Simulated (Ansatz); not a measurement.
`[OH][GaH][F]` + H• → `[OH][Ga][F]`• + H₂  (hydrogen abstraction from a Ga–H bond)

Program: Ansatz. Geometries: PBE0-D4/def2-TZVP. ΔE: electronic, gas phase. CCSD(T)/CBS adds triple-zeta CCSD(T) − MP2 to the extrapolated MP2 energy (def2 sets, frozen cores). This one scheme is used for every species, atoms too. Functionals use def2-TZVPP. B3LYP here is the variant with VWN-RPA as its local correlation; programs differ in this. Open shells (•) are unrestricted, without spin–orbit coupling. For Ga outer-core shells are correlated without core-valence functions, so the limit isn't a true one: a few kJ/mol of doubt a bond, and 10 to 20 or more in all where bonds break to atoms. Scalar relativity is left out up to krypton. One conformer a species, not always the lowest.

| level | ΔE (kJ/mol) | difference from CCSD(T)/CBS |
| --- | --- | --- |
| B3LYP-D4 | -122.6 | -23.2 |
| BHLYP-D4 | -109.1 | -9.7 |
| r2SCANh | -114.0 | -14.6 |
| r2SCAN0 | -110.7 | -11.3 |
| CAM-B3LYP | -110.8 | -11.4 |
| LC-ωPBE | -95.2 | 4.2 |
| CCSD/def2-SVP | -90.5 | 8.9 |
| CCSD(T)/def2-SVP | -91.8 | 7.6 |
| CCSD/def2-TZVPP | -100.9 | -1.5 |
| MP2/CBS(def2) | -90.3 | 9.1 |
| CCSD(T)/CBS | -99.4 | 0 |

Largest T1 diagnostic among the species: 0.018.

At CCSD(T), def2-SVP lies +7.6 kJ/mol from the extrapolated value and def2-TZVPP −2.4 kJ/mol. From BLYP to BHLYP (50 % exact exchange), in def2-TZVPP and without D4, ΔE moves by +24.0 kJ/mol.
